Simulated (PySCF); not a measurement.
Simulated absorption spectrum

Compound: vinylfuran, C₆H₆O.
Geometry (GFN2-xTB, Å), atoms numbered from 1 in this order:
```
atom  x, y, z in Å
C1    -2.4390    0.4525    0.2650
C2    -1.5150   -0.4219   -0.1212
C3    -0.0948   -0.1825   -0.0713
C4     0.9520   -0.9946   -0.4370
C5     2.1319   -0.2640   -0.1807
C6     1.7247    0.9354    0.3200
O7     0.3878    0.9952    0.3901
H8    -2.1665    1.4207    0.6491
H9    -3.4892    0.2270    0.2083
H10   -1.7914   -1.3934   -0.5069
H11    0.8821   -1.9854   -0.8374
H12    3.1401   -0.5845   -0.3452
H13    2.2729    1.7960    0.6494
```

Computed with TDDFT CAM-B3LYP/def2-SVPD, vertical, gas phase, core orbitals frozen in the response in PySCF 2.14.0, density-fitted response routines.

Each state is given a Gaussian of 0.25 eV full width at half maximum, with ε(max) = 2.175×10⁸ f / Δν̃ (Δν̃ the width in cm⁻¹). The width is an assumption, not a result. The curve ends short of the highest state used, and states not computed would add to its high-energy end.

λ (nm), ε (L mol⁻¹ cm⁻¹) and a bar:
```
    180.1       2757 ##
    182.7       1490 #
    185.2       1026 #
    187.7        696 
    190.3        407 
    192.8        244 
    195.3        159 
    197.8        209 
    200.4        541 
    202.9        966 #
    205.4       1053 #
    207.9        714 
    210.5        299 
    213.0         85 
    215.5         17 
    218.1          2 
    220.6          0 
    223.1          0 
    225.6          1 
    228.2          9 
    230.7         74 
    233.2        455 
    235.7       2018 #
    238.3       6872 ####
    240.8      16674 ##########
    243.3      30911 ##################
    245.9      44901 ###########################
    248.4      50428 ##############################
    250.9      45270 ###########################
    253.4      32913 ####################
    256.0      19143 ###########
    258.5       9398 ######
    261.0       3872 ##
    263.5       1352 #
    266.1        384 
    268.6         99
```

**Question.** Where are the band maxima, and which computed states make them?

**Answer.** 248 nm (4.99 eV), ε about 50000, made up of S1 (100%); 205 nm (6.06 eV), ε about 1100, made up of S2 (100%) (ε in L mol⁻¹ cm⁻¹; maxima over ε = 5, shares over 10%). At its high-energy end, 6.88 eV, the curve is still rising (ε about 2600, from S5 and S6). The states used: S1 4.99 eV (f 0.468); S2 6.06 eV (f 0.010); S3 6.43 eV (f 0.0016); S4 6.65 eV (f 0.0056); S5 6.85 eV (f 0.013); S6 7.14 eV (f 0.242); S7 7.38 eV (f 0.0055); S8 7.48 eV (f 0.013).

**Question.** On this curve, what absorbance would a 10⁻⁴ mol/L sample give at 248 nm over a 1 cm path?

**Answer.** 248 nm is 4.999 eV, where ε is about 50000 L mol⁻¹ cm⁻¹, so A = ε c l ≈ 5 (Beer–Lambert, with the gas-phase spectrum and the assumed width).

**Question.** What would ε be at 4.99 eV, the highest of these maxima, with half the width (0.125 eV)?

**Answer.** About 101000 L mol⁻¹ cm⁻¹ against 50400, a factor of about 2.00; a lone state at its own centre would give exactly 2.

One conformer stands for the species.
